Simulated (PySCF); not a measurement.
**Ho⁴⁹⁺: ionisation energy**

Ho⁴⁹⁺ [Ar] (1S) → Ho⁵⁰⁺ [Ne] 3s2 3p5 (2P), as a difference of total energies. Calculation: PySCF 2.14, in an uncontracted even-tempered set (17 s from 11 bohr⁻², ratio 2.5; 12 p from 15 bohr⁻², ratio 2.5; 4 d from 62 bohr⁻², ratio 2.7; 4 f from 93 bohr⁻², ratio 2.7); scalar relativity by spin-free X2C-1e. Correlated levels: outer shells: 1s2 frozen; virtual orbitals above 40 to 60 times the deepest correlated orbital energy dropped. The calculations carry no spin-orbit coupling.

| method | ionisation energy (eV) |
| --- | --- |
| UHF | 4540.0 |
| LDA | 4540.7 |
| PBE | 4541.3 |
| PBE0 | 4541.6 |
| r2SCAN | 4542.5 |
| PBEsol | 4540.7 |
| B97-3 | 4541.7 |
| MP2 (outer shells) | 4541.1 |
| SCS-MP2 (outer shells) | 4540.9 |

A first-order spin-orbit estimate (lowest level to lowest level, LS coupling) adds -67.546 eV.

Breit and QED terms and the two-electron picture change are absent.

For comparison: 4469 ± 4 eV (theoretical estimate listed by NIST; NIST Atomic Spectra Database, ionization energies).
